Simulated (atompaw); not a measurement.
# Pseudopotential generation for molybdenum: PAW (atompaw), PBEsol, scalar-relativistic.

* Element: molybdenum (Mo)
* Generator: atompaw 4.2.0.5
* Type: PAW
* Functional: PBEsol
* Relativity: scalar-relativistic
* Frozen core: [Ar] 3d10
* Valence charge: 14
* Reference configuration: 4s2 4p6 4d4 5s0 5p0 (charge +2)
* Partial waves: 4s (bound): rc 1.55 bohr; 5s (bound, empty): rc 1.90 bohr; 4p (bound): rc 1.50 bohr; 5p (bound, empty): rc 1.90 bohr; 4d (bound): rc 1.45 bohr; 4d channel at 0.05 Ry: rc 1.45 bohr; 4f channel at 0.35 Ry: rc 1.90 bohr; 4f channel at 3.1 Ry: rc 1.75 bohr
* Local potential: bessel scheme, radius 1.65 bohr
* Core correction: smooth core density matched at 1.65 bohr
* Augmentation charge: sinc compensation charge, radius 1.70 bohr; PAW radius 1.90 bohr; waves and projectors: custom polynom vanderbiltortho

Poles of the logarithmic derivatives, all-electron (AE) and pseudo (PS). s: poles at -5.6 (AE) and -5.6 (PS) Ry. p: poles at -3.3 (AE) and -3.3 (PS) Ry. d: poles at 0.3 (AE) and 0.3 (PS) Ry. f: poles at 4.0 (AE) and 4.0 (PS) Ry. Test radius 1.91 bohr.

* Cutoffs needed: 40 Ry and 60 Ry (the cutoffs (Ry, on a coarse ladder) from which the occupation-weighted sum of valence levels, in a spherical-Bessel basis at the reference potential, stays within 10 and 1 mRy of its value at 400 Ry)
* Ghost test: no extra level below or beside the all-electron valence levels (s, p, d, f tested) (spherical-Bessel basis up to 400 Ry, 20 bohr box)
* Lowest eigenvalue of the overlap operator: 0.59 (s channel)
* Overlap eigenvalues printed by atompaw (projector basis): 0.0198, 0.304, 0.458, 0.854, 31.4, 59.2, 163, 367
* Share of each valence orbital outside the PAW sphere: 4s 3 %, 5s 88 %, 4p 8 %, 5p 94 %, 4d 34 %
